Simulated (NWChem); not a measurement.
System: AlSiH4F; SMILES [F][AlH][SiH3]

Here is an NWChem input.

```
start job
memory heap 200 mb stack 900 mb global 1100 mb
geometry units angstroms noautoz
  Al     0.533631     0.730202    -0.004770
  F     -0.652426     1.907073     0.018294
  H      2.023716     1.270154     0.004514
  Si    -0.191306    -1.607940    -0.019566
  H     -0.354527    -2.102626     1.386409
  H      0.828882    -2.478253    -0.686817
  H     -1.499387    -1.783226    -0.724578
end
basis spherical
  * library 6-31g*
end
dft
  xc xwpbe 0.80 cpbe96 1.0 hfexch 1.00
  cam 0.2 cam_alpha 0.2 cam_beta 0.8
  iterations 150
  vectors input atomic output neutral.movecs
end
task dft energy
charge 1
dft
  odft
  mult 2
  vectors input atomic output cation.movecs
end
task dft energy
```

Output (shortened):

```
             Northwest Computational Chemistry Package (NWChem) 7.3.0
             --------------------------------------------------------

 C1  symmetry detected

                             Geometry "geometry" -> ""
                             -------------------------

 Output coordinates in angstroms (scale by  1.889725989 to convert to a.u.)

  No.       Tag          Charge          X              Y              Z
 ---- ---------------- ---------- -------------- -------------- --------------
    1 Al                  13.0000     0.55096906     0.75247036    -0.00271532
    2 F                    9.0000    -0.63210331     1.93256337     0.00024120
    3 H                    1.0000     2.04236560     1.28863614     0.01310517
    4 Si                  14.0000    -0.18003450    -1.58382859    -0.00143987
    5 H                    1.0000    -0.35542245    -2.06500061     1.40775620
    6 H                    1.0000     0.84296358    -2.46293776    -0.65266499
    7 H                    1.0000    -1.48309163    -1.76228255    -0.71490978

 Effective nuclear repulsion energy (a.u.)     128.8095501617

  pbe96 is a nonlocal functional; adding pw91lda local functional.

                                 NWChem DFT Module
                                 -----------------

 Summary of "ao basis" -> "ao basis" (spherical)
 ------------------------------------------------------------------------------
       Tag                 Description            Shells   Functions and Types
 ---------------- ------------------------------  ------  ---------------------
 Al                          6-31g*                  8       18   4s3p1d
 F                           6-31g*                  6       14   3s2p1d
 H                           6-31g*                  2        2   2s
 Si                          6-31g*                  8       18   4s3p1d

            General Information
            -------------------
          SCF calculation type: DFT
          Wavefunction type:  closed shell.
          No. of atoms     :     7
          No. of electrons :    40
           Alpha electrons :    20
            Beta electrons :    20
          Charge           :     0
          Spin multiplicity:     1
          Use of symmetry is: off; symmetry adaption is: off
          Maximum number of iterations: 150
          AO basis - number of functions:    58
                     number of shells:    30
          Convergence on energy requested:  1.00D-06
          Convergence on density requested:  1.00D-05
          Convergence on gradient requested:  5.00D-04

              XC Information
              --------------
                     Hartree-Fock (Exact) Exchange  1.000
                     LC-wPBE(h)Exchange Functional  0.800
            Perdew 1991 LDA Correlation Functional  1.000 local
           PerdewBurkeErnz. Correlation Functional  1.000 non-local

           Range-Separation Parameters
           ---------------------------
           Alpha           :  0.20
           Beta            :  0.80
           Gamma           :  0.20
           Short-Range HF  :     F

             Grid Information
             ----------------
          Grid used for XC integration:  medium
          Radial quadrature: Mura-Knowles
          Angular quadrature: Lebedev.
          Tag              B.-S. Rad. Rad. Pts. Rad. Cut. Ang. Pts.
          ---              ---------- --------- --------- ---------
          Al                  1.25       88          10.0       590
          F                   0.50       49          11.0       434
          H                   0.35       45          11.0       434
          Si                  1.10       88          10.0       590
          Grid pruning is: on
          Number of quadrature shells:   405
          Spatial weights used:  Erf1

      Superposition of Atomic Density Guess
      -------------------------------------

 Sum of atomic energies:        -632.04122040

      Non-variational initial energy
      ------------------------------

 Total energy =    -632.394738
 1-e energy   =   -1134.706197
 2-e energy   =     373.501909
 HOMO         =      -0.290415
 LUMO         =      -0.012014

   convergence    iter        energy       DeltaE   RMS-Dens  Diis-err
 ---------------- ----- ----------------- --------- --------- ---------
 d= 0,ls=0.0,diis     1   -633.7948054650 -7.63D+02  1.85D-02  5.55D-01
 d= 0,ls=0.0,diis     2   -633.7973991513 -2.59D-03  7.69D-03  8.70D-01
 d= 0,ls=0.0,diis     3   -633.8655740850 -6.82D-02  1.18D-03  1.85D-03
 d= 0,ls=0.0,diis     4   -633.8659836653 -4.10D-04  2.58D-04  1.36D-04
 d= 0,ls=0.0,diis     5   -633.8660155834 -3.19D-05  1.01D-04  6.76D-06
  Resetting Diis
 d= 0,ls=0.0,diis     6   -633.8660185059 -2.92D-06  1.34D-05  1.98D-07
 d= 0,ls=0.0,diis     7   -633.8660185681 -6.22D-08  2.84D-06  9.64D-09

         Total DFT energy =     -633.866018568077
      One electron energy =    -1137.314543317668
           Coulomb energy =      425.890787983827
    Exchange-Corr. energy =      -51.251813395912
 Nuclear repulsion energy =      128.809550161676

 Numeric. integr. density =       39.999996569421

                       DFT Final Molecular Orbital Analysis
                       ------------------------------------

 Vector   18  Occ=2.000000D+00  E=-4.338146D-01
              MO Center= -2.7D-01, -1.9D+00,  4.6D-01, r^2= 2.2D+00
   Bfn.  Coefficient  Atom+Function         Bfn.  Coefficient  Atom+Function
  ----- ------------  ---------------      ----- ------------  ---------------
    43      0.411853  4 Si pz                54      0.300908  5 H  s
    53      0.270565  5 H  s                 39     -0.171455  4 Si pz
    56     -0.153761  6 H  s                 58     -0.142989  7 H  s
    55     -0.138402  6 H  s                 57     -0.132710  7 H  s
    47      0.106710  4 Si pz                23     -0.056688  2 F  pz

 Vector   19  Occ=2.000000D+00  E=-4.311744D-01
              MO Center= -8.1D-02, -1.6D+00, -4.1D-01, r^2= 3.2D+00
   Bfn.  Coefficient  Atom+Function         Bfn.  Coefficient  Atom+Function
  ----- ------------  ---------------      ----- ------------  ---------------
    41      0.361492  4 Si px                56      0.268352  6 H  s
    58     -0.238339  7 H  s                 55      0.235600  6 H  s
    57     -0.213172  7 H  s                 42     -0.162223  4 Si py
    37     -0.150021  4 Si px                 6     -0.093637  1 Al s
    22     -0.093222  2 F  py                34     -0.092202  3 H  s

 Vector   20  Occ=2.000000D+00  E=-3.530661D-01
              MO Center=  4.0D-01, -2.8D-01, -4.4D-04, r^2= 3.7D+00
   Bfn.  Coefficient  Atom+Function         Bfn.  Coefficient  Atom+Function
  ----- ------------  ---------------      ----- ------------  ---------------
    42      0.376422  4 Si py                 8     -0.284982  1 Al py
    34     -0.252530  3 H  s                 44      0.194437  4 Si s
     7     -0.180137  1 Al px                33     -0.176958  3 H  s
    46      0.175898  4 Si py                 6      0.150764  1 Al s
    22      0.150890  2 F  py                38     -0.150994  4 Si py

 Vector   21  Occ=0.000000D+00  E=-2.820123D-04
              MO Center=  4.7D-01,  4.0D-01, -3.8D-02, r^2= 4.4D+00
   Bfn.  Coefficient  Atom+Function         Bfn.  Coefficient  Atom+Function
  ----- ------------  ---------------      ----- ------------  ---------------
    13      0.531387  1 Al pz                 9      0.461950  1 Al pz
    54     -0.324116  5 H  s                 47      0.231974  4 Si pz
    58      0.181805  7 H  s                  5     -0.167780  1 Al pz
    23     -0.164521  2 F  pz                27     -0.162555  2 F  pz
    56      0.146370  6 H  s                 53     -0.085219  5 H  s

 Vector   22  Occ=0.000000D+00  E= 5.944453D-02
              MO Center=  1.0D-01,  6.1D-02,  7.8D-02, r^2= 5.6D+00
   Bfn.  Coefficient  Atom+Function         Bfn.  Coefficient  Atom+Function
  ----- ------------  ---------------      ----- ------------  ---------------
    45      0.562085  4 Si px                58      0.497411  7 H  s
    56     -0.489320  6 H  s                 11      0.400410  1 Al px
    12     -0.401695  1 Al py                10     -0.321955  1 Al s
    24      0.310263  2 F  s                 41      0.174653  4 Si px
     7      0.165825  1 Al px                14     -0.126560  1 Al d -2

 Vector   23  Occ=0.000000D+00  E= 7.168891D-02
              MO Center=  4.9D-01, -2.9D-01,  3.4D-02, r^2= 5.8D+00
   Bfn.  Coefficient  Atom+Function         Bfn.  Coefficient  Atom+Function
  ----- ------------  ---------------      ----- ------------  ---------------
    10      1.663350  1 Al s                 44     -1.113020  4 Si s
    46     -0.945668  4 Si py                12     -0.732762  1 Al py
    34     -0.583824  3 H  s                 40     -0.333118  4 Si s
    58      0.298456  7 H  s                  6      0.240269  1 Al s
    42     -0.207294  4 Si py                11     -0.168620  1 Al px

     Multipole analysis of the density
     ---------------------------------

     L   x y z        total         alpha         beta         nuclear
     -   - - -        -----         -----         ----         -------
     0   0 0 0      0.000000    -20.000000    -20.000000     40.000000

     1   1 0 0      0.341910      0.170955      0.170955     -0.000000
     1   0 1 0     -0.333840     -0.166920     -0.166920     -0.000000
     1   0 0 1     -0.010452     -0.005226     -0.005226     -0.000000

     2   2 0 0    -26.332193    -40.313088    -40.313088     54.293983
     2   1 1 0      0.693286     -3.743496     -3.743496      8.180279
     2   1 0 1     -0.015102     -0.042064     -0.042064      0.069027
     2   0 2 0    -29.037412   -177.340770   -177.340770    325.644128
     2   0 1 1     -0.033281      0.006969      0.006969     -0.047218
     2   0 0 2    -22.114850    -16.269647    -16.269647     10.424445

[...]
```

Level: LRC-wPBEh/6-31G* (spherical d), vertical spin-unrestricted ions. All runs use the structure optimised with PBE0/def2-SVP.
